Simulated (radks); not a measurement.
Species: B. Configuration: [He] 2s2 2p1 (the NIST ground configuration).

Calculated with a radial shooting solver on a logarithmic mesh with Libxc functionals: scalar-relativistic Kohn-Sham, PBEsol, spin-polarised, spherical densities, finite nucleus; open shells are filled with parallel spins first; Fermi nuclear charge, rms radius 2.406 fm.

Energy parts (eV):
total: -666.129
kinetic: 663.400
electron-nucleus: -1544.036
Hartree: 314.350
exchange-correlation: -99.842

Orbitals (lengths in bohr, moments of r in powers of bohr; <r^-3> diverges for s and p1/2):
orbital	occ.	eigenvalue (eV)	<r^-3>	<1/r>	<r^4>	<r>
1s up	1	-179.5106	-	4.638	0.05901	0.3306
1s down	1	-179.2169	-	4.644	0.05842	0.3300
2s up	1	-9.8211	-	0.7373	39.98	1.945
2s down	1	-8.6151	-	0.7256	44.12	1.979
2p up	1	-3.9746	0.8115	0.6031	103.1	2.253
2p down	0	-2.8734	0.7569	0.5804	138.3	2.379

The highest occupied level is 2p up at -3.975 eV. The density falls to 0.001 e/bohr^3 at r = 3.90 bohr.
